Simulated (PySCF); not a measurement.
Can point charges reproduce the dipole moment of `CS[C@@H]1[C@H](F)[S@](=O)[C@H]1C=O`?

Coordinates (GFN2-xTB, Å) and charges (e) from the PBE0/pcSseg-1 density (PySCF):

```csv
atom,x,y,z,Mulliken,IAO,Hirshfeld,ESP-fitted
C1,2.395,-0.409,-0.217,-0.4092,-0.5134,-0.1309,-0.1855
S2,1.518,0.440,1.133,+0.0422,+0.0978,-0.0026,-0.1495
C3,-0.238,0.178,0.735,-0.3442,-0.2330,-0.0540,-0.5972
C4,-0.696,-1.242,0.397,+0.1739,+0.0435,+0.0507,+0.4114
F5,0.213,-2.234,0.489,-0.2728,-0.2699,-0.0666,-0.1730
S6,-1.132,-0.791,-1.396,+0.6984,+1.0361,+0.3411,+0.1870
O7,0.003,-1.113,-2.240,-0.5623,-0.8404,-0.3052,-0.3464
C8,-0.707,0.872,-0.547,-0.4406,-0.3131,-0.0610,+0.0888
C9,-1.947,1.675,-0.412,+0.3419,+0.2494,+0.1203,+0.3555
O10,-2.743,1.544,0.480,-0.3476,-0.3905,-0.2140,-0.4316
H11,2.586,-1.438,0.071,+0.1654,+0.1673,+0.0387,+0.1181
H12,3.332,0.123,-0.352,+0.1521,+0.1652,+0.0502,+0.1440
H13,1.815,-0.378,-1.133,+0.1759,+0.1659,+0.0278,+0.0606
H14,-0.759,0.571,1.613,+0.1894,+0.1826,+0.0464,+0.3199
H15,-1.597,-1.555,0.933,+0.1516,+0.1629,+0.0540,+0.0488
H16,0.067,1.377,-1.122,+0.1910,+0.1765,+0.0552,+0.1262
H17,-2.115,2.392,-1.235,+0.0951,+0.1131,+0.0503,+0.0226
```

Q: Form Σ q r in debye for every column and set it beside the full dipole.

A: The full density gives (-0.52, 0.92, -0.42) D, 1.14 D in size; dipole vectors point from the negative to the positive end.

| scheme | μx | μy | μz | size (D) | share of the full size (%) | angle to the full dipole (°) |
| --- | --- | --- | --- | --- | --- | --- |
| Mulliken | -2.53 | 1.54 | -0.43 | 2.99 | 263 | 31 |
| IAO | -3.96 | 2.40 | 0.62 | 4.67 | 411 | 41 |
| Hirshfeld | -1.21 | 0.46 | 0.08 | 1.30 | 114 | 46 |
| ESP-fitted | -0.49 | 0.88 | -0.46 | 1.10 | 97 | 3 |

Q: Which set comes closest?

A: Length of the difference vector: ESP-fitted 0.07 D, Hirshfeld 0.96 D, Mulliken 2.10 D, IAO 3.88 D. Closest: ESP-fitted. 

Q: What is left for the Hirshfeld atoms' own dipoles?

A: The Hirshfeld atoms' densities add up to the full density, so μ = Σ q r + Σ (atomic dipoles). The atomic dipoles sum to (-0.52, 0.92, -0.42) − (-1.21, 0.46, 0.08) = (0.69, 0.46, -0.50) D, 0.96 D in size.

Q: With the origin at the mean of the coordinates, (0.000, 0.001, -0.165) Å, which are the largest single terms, by size, of the Mulliken dipole along the direction of the full one?

A: C9 +3.84, O10 -3.80, F5 +2.81, C1 +2.78, C8 -2.48 D; all 17 atoms together +2.57 D. The single terms depend on the origin, their sum doesn't.

Q: Give the size of the full dipole in other units.

A: 1.14 D = 0.448 au = 0.237 e·Å = 3.79 × 10⁻³⁰ C·m.

Geometry: GFN2-xTB, one conformer, isolated molecule.

The values belong to the conformer `[CH3:1][S:2][C@@H:3]1[C@H:4]([F:5])[S@:6](=[O:7])[C@H:8]1[CH:9]=[O:10]`: C1–S2–C3–C4 49°, S6–C8–C9–O10 83°.
